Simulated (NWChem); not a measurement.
Species: MgGeH4Se; SMILES [GeH3][Mg][SeH]

```xyz
7

Mg    -0.0080     0.0824     0.0002
Se    -0.0290     2.5221     0.0000
H      1.4457     2.5254     0.0001
Ge    -0.0105    -2.4985     0.0000
H     -0.6412    -3.1060    -1.2763
H      1.4118    -3.1032     0.0908
H     -0.7981    -3.1055     1.1862
```
Atoms are numbered in this order, from 1.

Results from NWChem. All runs use the structure optimised with PBE0/def2-SVP.

Predict the results for B3LYP/def2-SVP. Quantities: highest occupied level (eV); orbital gap (eV); dipole (D).

highest occupied level (eV): -6.43
orbital gap (eV): 5.06
dipole (D): 0.52
